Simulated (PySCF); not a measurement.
C₃H₁₁OSSi₂ (doublet state).
Structure used (GFN2-xTB), in Å, numbered top down from 1:
```
atom  x, y, z in Å
C1    -3.2992    0.9858    0.3934
C2    -2.4243   -0.0317   -0.1461
Si3   -0.6260    0.3790    0.4777
Si4    0.8947   -1.1790   -0.2910
O5     0.4322   -2.5826    0.3805
S6     2.9113   -0.8182    0.4103
C7     3.2394    0.7584   -0.4260
H8    -3.4019    1.9317   -0.1010
H9    -3.7056    0.8895    1.3810
H10   -2.4090   -0.0310   -1.2350
H11   -2.6817   -1.0291    0.2049
H12   -0.6918    0.4906    1.9420
H13   -0.3114    1.7301   -0.0223
H14    1.0732   -1.3765   -1.7373
H15    1.0476   -3.2925    0.5503
H16    2.5581    1.5172   -0.0526
H17    4.2639    1.0311   -0.1959
H18    3.1217    0.6331   -1.4978
```

The hyperfine couplings belong to this conformer and change with its torsions.

As a line formula: `[CH2]C[SiH2][Si@H](O)SC` [radical].

Method used: UKS B3LYP, pcH-1 on C H O S Si, non-relativistic, mean-field spin-orbit, GIAO in PySCF 2.14.0. Geometry: GFN2-xTB, one conformer, isolated molecule. The geometry wasn't refined by DFT: couplings that depend on bond lengths, twists or pyramidal angles can differ widely from those at the functional's own minimum. The SCF solution wasn't tested for stability.

Largest spin populations (Mulliken): C1 (+0.99), Si3 (+0.08) and C2 (-0.07). C1 is the only atom above +0.15. The positive populations add up to 1.16 and the negative ones to -0.16, together 2S = 1. The angles at C1 add up to 359.0°, so it is planar; its axial dipolar tensor and the negative couplings of its protons fit spin in a p orbital normal to that plane.

(1) McConnell's relation a(H) = Q·ρ ties the coupling of a proton on a planar π carbon to the spin population of that carbon. What Q do the computed values give?

(2) List the C–H protons on four-coordinate carbons next to a three-coordinate spin centre, with their couplings and θ (C–H bond against the normal to the plane of the centre's neighbours, projected along the bond that joins the two).

## Answers

(1) 
```
 H   C    ρ(C)  a(H) (G)  a/ρ (G)
H8  C1  +0.995    -20.80    -20.9
H9  C1  +0.995    -20.95    -21.1
```

These protons share one ρ (within 0.01), so their mean ratio, Q = -21.0 G, is no test of linearity. In McConnell's picture π spin on carbon polarises the C–H bond and leaves opposite spin at the proton, which makes Q negative, as found here.

(2) 
| β H | on | centre | θ (°) | cos²θ | a (G) |
| --- | --- | --- | --- | --- | --- |
| H10 | C2 | C1 | 61 | 0.24 | +16.72 |
| H11 | C2 | C1 | 63 | 0.21 | +15.86 |

Couplings in gauss use g_iso = 2.0026.

On one thread of an Arm Neoverse V1, shared host, this took 2.1 min wall (with the writing of density and orbital grids) and 1.1 GiB of memory at its peak.
